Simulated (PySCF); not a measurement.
N-methylmethanimine (C₂H₅N), SMILES C=NC.

Coordinates come from a PBE0-D3(BJ)/def2-TZVP optimisation.

The numbers are results of HF/def2-TZVPD (PySCF), not measurements.

Symmetry labels are those of the subgroup Cs that the program uses (full group Cs).

Computed valence orbital energies around the gap with their symmetry:
| orbital | symmetry | energy (eV) |
|---|---|---|
| HOMO−7 | A' | -26.14 |
| HOMO−6 | A' | -21.61 |
| HOMO−5 | A' | -17.91 |
| HOMO−4 | A' | -17.22 |
| HOMO−3 | A" | -16.09 |
| HOMO−2 | A' | -14.46 |
| HOMO−1 | A" | -11.46 |
| HOMO | A' | -11.13 |
| LUMO | A' | 2.03 |
| LUMO+1 | A' | 2.58 |
| LUMO+2 | A" | 3.42 |
| LUMO+3 | A' | 3.51 |
